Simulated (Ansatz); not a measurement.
`C[NH][GeH]([F])[F]` → `[F][GeH2][F]` + `C=N` at 700 K and 1 bar (β-hydride elimination).

Isolated molecules relaxed with PBE0-D4/def2-TZVP in Ansatz; ΔE leaves out vibrations. CCSD(T)/CBS is the MP2 limit (def2-TZVPP, def2-QZVPP) plus CCSD(T) − MP2 in def2-TZVPP, frozen cores. This one scheme is used for every species. For Ge outer-core shells are correlated without core-valence functions, which leaves a few kJ/mol of doubt a bond. Scalar relativity is left out up to krypton. Each species was taken in one conformer, which may not be the lowest.

```
             species  CCSD(T)/CBS energy (Eh)  H − E (kJ/mol)  S (J/(mol·K))
`C[NH][GeH]([F])[F]`              -2371.54669           253.3          469.7
      `[F][GeH2][F]`              -2276.96403            97.5          340.8
               `C=N`                -94.52360           135.6          268.6
```

H − E and S are ideal-gas, rigid-rotor, harmonic terms from PBE0-D4/def2-TZVP, for one conformer and one mirror image of each species. 1 Eh = 2625.50 kJ/mol, R = 8.31446 J/(mol·K).

Question: By hand: ΔE, ΔH, ΔS and ΔG.

Answer: ΔE = (-2276.96403) + (-94.52360) − (-2371.54669) = 0.05906 Eh = 155.1 kJ/mol. Δ(H − E) = 97.5 + 135.6 − 253.3 = -20.2, so ΔH = 134.9 kJ/mol. ΔS = 340.8 + 268.6 − 469.7 = 139.7 J/(mol·K). ΔG = 134.9 − 700 × (139.7)/1000 = 37.1 kJ/mol.

Question: By hand: the equilibrium constant, and the temperature at which ΔG would vanish if ΔH and ΔS stayed fixed.

Answer: log₁₀ K = −ΔG/(RT ln 10) = -2.8. ΔG = 0 at ΔH/ΔS = 966 K.

The number of gas molecules changes by +1, which sets the sign of ΔS. A doubt of 5 kJ/mol in ΔE shifts log₁₀ K by 0.4 here. Other conformers and mirror images would add mixing entropy, several J/(mol·K) or more a flexible species. These are equilibria of isolated gas molecules and say nothing of rates. Largest T1 diagnostic: 0.012 (customary marks: 0.02 for closed shells, 0.045 for open ones).
